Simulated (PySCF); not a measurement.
Input for PySCF: R-M06-2X/def2-TZVPP on GeH4Si (SMILES [SiH3][GeH]), a point of a torsion scan.

```python
from pyscf import gto, dft

mol = gto.M(
    atom='''
    Si   -0.57428616    0.03751161   -0.03966121
    Ge    1.66015522    0.93615467    0.00261788
    H    -0.84288847   -0.74206909    1.18334194
    H    -1.57265079    1.12319931   -0.01840530
    H    -0.99206649   -0.83615433   -1.14370379
    H     2.03774660    0.13239736   -1.35261234
    ''',
    basis='def2-tzvpp',
    charge=0, spin=0, verbose=4, max_memory=1800)
mf = dft.RKS(mol, xc='m062x').density_fit(auxbasis='def2-universal-jkfit')
mf.grids.level = 4
mf.conv_tol = 1e-9
mf.max_cycle = 150
mf.kernel()
mf.dip_moment()
```

### Question
Give the final energy of this run.

### Answer
-2368.8239 hartree.
